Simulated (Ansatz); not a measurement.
`C=[C](F)[GaH2]` + `C=N` → `C=[N][GaH2]` + `C=CF` at 700 K and 1 bar (ligand exchange at a Ga–C bond).

Program: Ansatz. Geometries: PBE0-D4/def2-TZVP. ΔE: electronic, gas phase. CCSD(T)/CBS is the MP2 limit (def2-TZVPP, def2-QZVPP) plus CCSD(T) − MP2 in def2-TZVPP, frozen cores. This one scheme is used for every species. For Ga outer-core shells are correlated without core-valence functions, which leaves a few kJ/mol of doubt a bond. Scalar relativity is left out up to krypton.

```csv
species,CCSD(T)/CBS energy (Eh),H − E (kJ/mol),S (J/(mol·K))
`C=[C](F)[GaH2]`,-2102.18893,187.1,412.7
`C=N`,-94.52360,135.6,268.6
`C=[N][GaH2]`,-2019.05960,166.4,378.6
`C=CF`,-177.66469,155.1,309.1
```

H − E and S are ideal-gas, rigid-rotor, harmonic terms from PBE0-D4/def2-TZVP. 1 Eh = 2625.50 kJ/mol, R = 8.31446 J/(mol·K).

By hand: ΔE, ΔH, ΔS and ΔG.

ΔE = (-2019.05960) + (-177.66469) − (-2102.18893) − (-94.52360) = -0.01176 Eh = -30.9 kJ/mol. Δ(H − E) = 166.4 + 155.1 − 187.1 − 135.6 = -1.2, so ΔH = -32.1 kJ/mol. ΔS = 378.6 + 309.1 − 412.7 − 268.6 = 6.4 J/(mol·K). ΔG = -32.1 − 700 × (6.4)/1000 = -36.6 kJ/mol.

By hand: the equilibrium constant, and the temperature at which ΔG would vanish if ΔH and ΔS stayed fixed.

log₁₀ K = −ΔG/(RT ln 10) = 2.7. ΔH and −TΔS have one sign here, so there is no such temperature.

The number of gas molecules stays the same, so ΔS is small and ΔH decides. A doubt of 5 kJ/mol in ΔE shifts log₁₀ K by 0.4 here. These are equilibria of isolated gas molecules and say nothing of rates. Largest T1 diagnostic: 0.017 (customary marks: 0.02 for closed shells, 0.045 for open ones).
